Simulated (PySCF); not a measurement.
# Stretching GeTe⁻

Set-up: PySCF, scalar-relativistic core potentials, basis sets Ge def2-TZVPPD, Te def2-TZVPPD with ECP28. Energies in eV from Ge + Te⁻ in their ground configurations at the same level. State: ²Π (doublet), unpaired electrons π ↑.

| R (Å) | revPBE |
| --- | --- |
| 2.121 | -2.008 |
| 2.219 | -2.706 |
| 2.318 | -3.105 |
| 2.392 | -3.263 |
| 2.466 | -3.332 |
| 2.540 | -3.332 |
| 2.639 | -3.255 |
| 2.762 | -3.076 |
| 2.910 | -2.795 |
| 3.107 | -2.385 |

Problem. Put a parabola through the three lowest points of the revPBE curve and estimate Re, k and ωe (reduced mass 47.11 u; 1 eV/Å² = 0.16022 mdyn/Å; ωe = 1302.8·√(k/μ) cm⁻¹).

Solution. Through R = 2.466, 2.54, 2.639 Å the second-order coefficient is 4.50 eV/Å², so Re ≈ 2.503 Å, k ≈ 1.44 mdyn/Å and ωe ≈ 228 cm⁻¹. A polynomial fit of higher order to the unrounded revPBE energies gives Re = 2.502 Å, k = 1.73 mdyn/Å, ωe = 249 cm⁻¹; anharmonicity and rounding make the difference.

The higher-order fit for each curve: revPBE: Re = 2.502 Å, ωe = 249 cm⁻¹, De = 3.34 eV.

⟨S²⟩ of the unrestricted solution departs from its pure value on part of the curve, where spin states mix. These are scalar-relativistic numbers at best; spin–orbit coupling would shift them, the dissociation energy most. For an ion De counts to the pair picked by the measured ionisation energies or electron affinities, which need not be the lowest pair at this level. The highest Kohn–Sham level is positive in this anion. Much of that is self-interaction error, but it also means that the finite basis helps to hold the extra electron. The state was picked by a PBE0 search and need not be the measured ground state.
